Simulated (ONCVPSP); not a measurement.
**Scattering properties, ONCV potential for manganese**

manganese (Mn), optimised norm-conserving Vanderbilt (ONCV), made with ONCVPSP 4.0.1 (LDA (Perdew-Wang 92), scalar-relativistic). Core [Ne] 3s2, reference 3p6 3d5 4s2. Waves: 4s: rc 2.05 bohr, ncon 4, nbas 7, qcut 2.8 1/bohr, 2 projectors, debl 2.7 Ha; 3p: rc 1.20 bohr, ncon 4, nbas 8, qcut 11.5 1/bohr, 1 projector; 3d: rc 1.00 bohr, ncon 3, nbas 6, qcut 9 1/bohr, 2 projectors, debl 1.4 Ha. Local part: polynomial inside 0.90 bohr (lpopt 5, dvloc0 0 Ha). Core correction: none.

The phase is arctan(r·R′/R) of the radial function R(r), unwrapped; energies in Ha, scanned from -4 to 5 Ha. A pole is an energy at which the radial function vanishes at the test radius. The pseudo phase is shifted by a multiple of π to meet the all-electron one at the reference energy, and phase errors are pseudo minus all-electron; the curves can meet again beyond the range given. Levels narrower than the energy grid can be missing from the lists of poles.

```tsv
channel	radius (bohr)	reference energy (Ha)	poles, all-electron	poles, pseudo	unbroken range about the reference energy with phases within 0.05 rad	phase error 1 Ha above the reference energy (rad)
s	2.08	-0.19	-3.11, 2.17	-2.88, 2.17	-2.8 to 3.9	-0.002
p	1.22	-2.00	-0.47	-0.49	below 2.9	-0.001
d	1.01	-0.26	2.71	2.71	the whole range	-0.000
```

Note: ghosts flagged at negative energy: s at -78.5 eV; no localised positive-energy state flagged. A true bound ghost makes a file unfit for plane-wave use.

Phases in the d channel:

```csv
E (Ha),all-electron,pseudo
-3.98,0.930,0.929
-3.50,0.839,0.839
-3.02,0.714,0.714
-2.54,0.535,0.534
-2.06,0.277,0.276
-1.58,-0.070,-0.071
-1.10,-0.453,-0.454
-0.62,-0.781,-0.781
-0.14,-1.019,-1.020
0.34,-1.186,-1.186
0.82,-1.305,-1.306
1.30,-1.395,-1.395
1.78,-1.465,-1.465
2.26,-1.524,-1.524
2.74,-1.574,-1.574
3.22,-1.620,-1.620
3.70,-1.663,-1.663
4.18,-1.706,-1.707
4.66,-1.751,-1.751
```
